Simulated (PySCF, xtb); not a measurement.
MoOCl3, SMILES [Cl][Mo+](=[O])([Cl])[Cl], charge +1, multiplicity 1.

Harmonic wavenumbers (cm⁻¹) from GFN2-xTB (xtb) at its own minimum, in rising order: 126, 126, 143, 188, 188, 368, 403, 403, 963.

Task: What does PBE0-D3(BJ)/def2-SVP in PySCF give at its own minimum? (Estimate from the structure and the level; the computed values follow.)

Result: 126, 126, 148, 255, 255, 445, 504, 504, 1133. Paired by order, the mean absolute difference is 65 cm⁻¹ and the zero-point energies are 4.2 and 5.0 kcal/mol.
